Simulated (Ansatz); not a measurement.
[M(NH3)2] with several metals: B97M-V/def2-TZVP single points in Ansatz on relaxed structures, gas phase. Core potentials for Ag, Au, no spin–orbit coupling. Names give formal oxidation states. The structures are stationary points that may keep the symmetry of their start.

```tsv
species	atoms	state	geometry	HOMO (eV)	LUMO (eV)	gap (eV)	point group (within 0.1 Å)
[Ag(NH3)2]+ (AgN2H6⁺)	9	singlet	PBE-D4/def2-TZVP	-11.14	-5.85	5.29	–
[Au(NH3)2]+ (AuN2H6⁺)	9	singlet	PBE-D4/def2-TZVP	-11.21	-5.57	5.64	–
```

Problem. Estimate the rows for [Cu(NH3)2]+ (CuN2H6⁺) (singlet, PBE0-D4/def2-TZVP geometry).

Solution. 
```tsv
species	atoms	state	geometry	HOMO (eV)	LUMO (eV)	gap (eV)	point group (within 0.1 Å)
[Cu(NH3)2]+ (CuN2H6⁺)	9	singlet	PBE0-D4/def2-TZVP	-10.43	-5.64	4.79	–
```

The gap (eV) runs from 4.79 ([Cu(NH3)2]+) to 5.64 ([Au(NH3)2]+).
